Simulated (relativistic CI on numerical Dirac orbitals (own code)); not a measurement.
**Radial parameters of Bi⁴¹⁺**

These numbers are calculated, not measured: Dirac-Coulomb-Breit CI, separate exchange-only KLI orbitals for each configuration, model QED, unscaled Slater integrals (own radial code, finite nucleus).

Slater integrals F^k, G^k are unscaled and averaged over j, outside the closed core [Ar] 3d10; ζ comes from projecting the Hamiltonian with its Breit term on Σ l·s of the shell.

- 4s2.4p6.4d6: F^2(4d,4d) = 275810, F^4(4d,4d) = 187830, ζ(4d) = 105770 cm⁻¹; <r>(4d) = 0.363, <r^2>(4d) = 0.1507 (bohr units).
- 4s2.4p6.4d5.4f: F^2(4d,4d) = 275650, F^4(4d,4d) = 187720, ζ(4d) = 105660, F^2(4d,4f) = 278030, F^4(4d,4f) = 180690, G^1(4d,4f) = 279170, G^3(4d,4f) = 194690, G^5(4d,4f) = 143730, ζ(4f) = 20255 cm⁻¹; <r>(4d) = 0.3632, <r^2>(4d) = 0.1509, <r>(4f) = 0.3377, <r^2>(4f) = 0.1292 (bohr units).
- 4s2.4p5.4d7: ζ(4p) = 865230, F^2(4d,4d) = 275740, F^4(4d,4d) = 187780, F^2(4p,4d) = 276520, G^1(4p,4d) = 342160, G^3(4p,4d) = 219260, ζ(4d) = 105420 cm⁻¹; <r>(4p) = 0.3617, <r^2>(4p) = 0.1483, <r>(4d) = 0.363, <r^2>(4d) = 0.1508 (bohr units).

Q: Give the Racah parameters of the d shell in 4s2.4p6.4d6.

A: B = F²/49 − 5F⁴/441 = 3499 cm⁻¹ and C = 35F⁴/441 = 14907 cm⁻¹.

Averages of the first 10 configurations, taken without configuration mixing, which lowers the lowest level and can move excited configurations by several eV; other configurations of the list can lie among them:

| Configuration | Parity | States | Average energy above the lowest level (eV) |
| --- | --- | --- | --- |
| 4s2.4p6.4d6 | even | 210 | 57.9 |
| 4s2.4p6.4d5.4f | odd | 3528 | 316.8 |
| 4s2.4p5.4d7 | odd | 720 | 342.2 |
| 4s2.4p4.4d8 | even | 675 | 630.2 |
| 4s.4p6.4d7 | even | 240 | 586.6 |
| 4p6.4d8 | even | 45 | 1120.5 |
| 4s.4p6.4d6.4f | odd | 5880 | 842.9 |
| 4s.4p5.4d8 | odd | 540 | 869.0 |
| 4s2.4p6.4d5.5s | even | 504 | 680.9 |
| 4s2.4p6.4d5.5d | even | 2520 | 908.9 |
